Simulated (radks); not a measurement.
Values are calculated unless marked as measured or tabulated.
Problem. These are the eigenvalues of the occupied orbitals of an atom or ion with whole-number occupations (Ry). Code: a radial shooting solver on a logarithmic mesh with Libxc functionals. Model: Dirac Kohn-Sham, PBE, spin-unpolarised, spherical densities, point nucleus.

orbital  eigenvalue
1s1/2     -69.99478
2s1/2      -9.62515
2p1/2      -8.03074

Which element is it, and in what charge state? The configuration may be excited. Open shells, if any, fill j = l - 1/2 first.

Solution. Z = 10, neon, charge +4: Ne4+ in [He] 2s2 2p2. The list shows which subshells hold electrons but not how many an open one holds; the 1s level, -34.997 hartree, gives Z - s = 8.4 by -(Z - s)^2/2, which with screening and relativity narrows Z to a few neighbours, and the depths of the outer levels then fix element, charge and occupations together.
